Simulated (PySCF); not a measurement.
**SrCl₃⁻: one-bond stretch**

Computed with B3LYP in PySCF with Sr def2-SVPD with ECP28, Cl def2-SVPD; scalar-relativistic core potentials, no spin–orbit coupling; density-fitted integrals.

Rigid scan from the singlet minimum (Sr–Cl 2.742 Å (×3); Cl–Sr–Cl 120.0° (×3)). Coordinate: the bond from Sr to the last atom (Cl) scaled, the rest fixed. Energies in kJ/mol from the minimum.

| scale of one bond | E (kJ/mol) | dipole size (D, about the centre of mass) |
| --- | --- | --- |
| 0.92 | 17.2 | 1.12 |
| 0.96 | 3.7 | 0.56 |
| 1.00 | 0.0 | 0.00 |
| 1.05 | 4.2 | 0.69 |
| 1.12 | 19.4 | 1.66 |
| 1.20 | 42.4 | 2.77 |
| 1.35 | 86.9 | 4.84 |
| 1.55 | 135.7 | – |
| 1.80 | 178.0 | – |
| 2.20 | 217.8 | – |
